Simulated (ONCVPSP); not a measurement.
## Before and after: ONCV potential for antimony

```json
{
 "Element": "Sb",
 "Generator": "ONCVPSP 4.0.1",
 "Type": "optimised norm-conserving Vanderbilt (ONCV)",
 "Functional": "BLYP",
 "Relativity": "scalar-relativistic",
 "Frozen core": "[Ar] 3d10",
 "Valence charge": "23",
 "Reference configuration": "4s2 4p6 4d10 5s2 5p3",
 "Partial waves": "4s+5s: rc 1.55 bohr, ncon 3, nbas 7, qcut 7.1 1/bohr, 2 projectors; 4p+5p: rc 1.40 bohr, ncon 3, nbas 7, qcut 11.7 1/bohr, 2 projectors; 4d: rc 1.20 bohr, ncon 4, nbas 9, qcut 10.3 1/bohr, 2 projectors, debl 2.4 Ha",
 "Local potential": "polynomial inside 1.00 bohr (lpopt 3, dvloc0 -1 Ha)",
 "Core correction": "Teter function, fcfact 5, rcfact 1.45"
}
```

All-electron outer shells of the reference configuration (BLYP, scalar-relativistic, ld1.x):

```tsv
shell	level (eV)	outermost node (bohr)	outermost maximum (bohr)
3p	-750.23	0.13	0.29
3d	-515.76	–	0.24
4s	-148.54	0.39	0.73
4p	-101.50	0.39	0.76
4d	-33.28	0.38	0.84
5s	-12.73	0.95	1.88
5p	-4.69	1.04	2.32
```

Change: all radii but the core radius scaled by about 0.95 (s 1.48, p 1.34, d 1.14 bohr); local potential polynomial inside 0.96 bohr (lpopt 3, dvloc0 -1 Ha).

Cutoffs: the cutoffs (Ha) at which the residual kinetic energy of the hardest occupied pseudo-wave falls to 1 and 0.1 mHa per electron; they do not see the model core or the augmentation charge, which bear on the density cutoff. Errors are all-electron minus pseudo energies relative to the spin-unpolarised reference configuration.

Problem. How do hardness, ghosts and transferability respond?

Solution. The potential gets neither clearly harder nor softer (44 Ha and 51 Ha → 45 Ha and 53 Ha); the d channel sets the loose cutoff, while the largest relative change is in s, which becomes harder; the errors of the 4 common tests hardly move; neither file shows a bound ghost.

```csv
quantity,base,changed
"cutoff, loose",44 Ha,45 Ha
"cutoff, tight",51 Ha,53 Ha
loose cutoff by channel,"s 13 Ha, p 33 Ha, d 44 Ha","s 17 Ha, p 37 Ha, d 45 Ha"
bound ghosts,none,none
GHOST(+) flags under 300 eV,none,none
"error for 4s2 4p6 4d10 5s2 5p2, meV [ΔE 8.20 eV]",-1.7,-1.6
"error for 4s2 4p6 4d10 5s2 5p1, meV [ΔE 24.11 eV]",-5.1,-4.9
"error for 4s2 4p6 4d10 5s2 5p0, meV [ΔE 48.58 eV]",-10,-10
"error for 4s2 4p6 4d10 5s0 5p5, meV [ΔE 16.55 eV]",-13,-12
"rms error of d²Exc/dni dnj with the model core, mHa",2.13,2.11
```
